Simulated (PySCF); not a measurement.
Electronic structure of Mg²⁺ (magnesium, charge +2) at the PBE level

Configuration: [Ne], closed-shell 1S. Calculation: PySCF 2.14, in aug-cc-pVTZ with one added diffuse shell each of s, p, d, f type (7s6p4d3f, 66 functions); the non-relativistic Hamiltonian (point nucleus).

| Quantity | Value |
| --- | --- |
| Total energy | -199.1053 hartree |
| One-electron energy | -270.7782 hartree |
| Hartree (Coulomb) energy | 87.5735 hartree |
| Exchange-correlation energy | -15.9006 hartree |
| Kinetic energy | 198.22449 hartree |
| ⟨S²⟩ | 0.0000 |
| ⟨L²⟩ | 0.000 |
| Sum of ⟨r⟩ | 5.767 bohr |
| Sum of ⟨r²⟩ | 4.805 bohr² |
| Density at the nucleus (Gaussians lack the cusp) | 1070 bohr⁻³ |
| Langevin diamagnetic susceptibility | -3.81 ×10⁻⁶ cm³/mol |

| shell | electrons | mean orbital energy (eV) | rms radius, mean of both spins (bohr) |
| --- | --- | --- | --- |
| 1s | 2 | -1279.1 | 0.152 |
| 2s | 2 | -99.917 | 0.763 |
| 2p | 6 | -67.026 | 0.774 |
